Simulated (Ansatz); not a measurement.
Geometry optimisation, RKS CAM-B3LYP/6-31G* in Ansatz.

input.yaml

```yaml
crystal:
  periodic: [false, false, false]
  atoms:
    - { symbol: B, position_ang: [-0.3875, 1.0168, 1.551] }
    - { symbol: Si, position_ang: [0.3795, -0.0078, 0.1389] }
    - { symbol: C, position_ang: [-0.7724, -0.0416, -1.3668] }
    - { symbol: "N", position_ang: [0.7126, -1.6613, 0.7343] }
    - { symbol: O, position_ang: [1.8977, 0.6743, -0.3126] }
    - { symbol: H, position_ang: [0.1195, 1.2232, 2.5696] }
    - { symbol: H, position_ang: [-1.4627, 1.5659, 1.362] }
    - { symbol: H, position_ang: [-1.6757, -0.4751, -1.0783] }
    - { symbol: H, position_ang: [-0.8974, 1.0077, -1.6795] }
    - { symbol: H, position_ang: [-0.2673, -0.6501, -2.1292] }
    - { symbol: H, position_ang: [1.0377, -2.217, -0.0322] }
    - { symbol: H, position_ang: [-0.2873, -2.0676, 0.9416] }
    - { symbol: H, position_ang: [1.6237, 1.5978, -0.6841] }
basis:
  gaussian: { orbitals: "6-31G*" }
hamiltonian:
  xc: cam_b3lyp
relax:
  f_tol: 0.015
  max_steps: 40
```

Run as:

```bash
$ ansatz run input.yaml --threads 2 --pin off --max-ram 3072MiB --backend cpu --events-out ev --progress --plain --runs-dir out
```

**Question.** Where does it end, and by what steps?

**Answer.** The run converged. After 23 steps the energy has fallen by 0.990 eV; H12 moved furthest, 1.37 Å.

```
step  energy less start (eV)  largest force component (eV/Å)  accepted
   0                  0.0000                           3.039       yes
   1                 -0.5230                           1.601       yes
   2                 -0.6604                           0.755       yes
   3                 -0.7311                           0.681       yes
   4                 -0.7530                           0.427       yes
   5                 -0.7699                           0.186       yes
   6                 -0.8122                           0.288       yes
   7                 -0.7984                           1.679        no
   8                 -0.8356                           0.221       yes
   9                 -0.8581                           0.430       yes
  10                 -0.9008                           0.516       yes
  11                 -0.9310                           0.633       yes
  12                 -0.9338                           1.109       yes
  13                 -0.9680                           0.391       yes
  14                 -0.8534                           1.376        no
  15                 -0.9764                           0.572       yes
  16                 -0.9861                           0.072       yes
  17                 -0.9886                           0.074       yes
  18                 -0.9870                           0.145        no
  19                 -0.9901                           0.024       yes
  20                 -0.9902                           0.047       yes
  21                 -0.9902                           0.053       yes
  22                 -0.9903                           0.033       yes
  23                 -0.9904                           0.011       yes
```

```xyz
13
Properties=species:S:1:pos:R:3
B -0.609 1.013 1.676
Si 0.256 0.106 0.110
C -0.744 0.054 -1.479
N 0.468 -1.549 0.568
O 1.666 0.976 -0.140
H -0.096 0.982 2.757
H -1.663 1.575 1.610
H -1.718 -0.416 -1.311
H -0.923 1.064 -1.861
H -0.238 -0.512 -2.271
H 0.484 -2.299 -0.111
H 0.974 -1.796 1.408
H 2.164 0.767 -0.941
```

Whether the end is a true minimum wasn't checked by a vibrational analysis.

Run time: 94 s on 2 threads of Arm Neoverse V1 (shared host), peak memory 0.23 GiB.
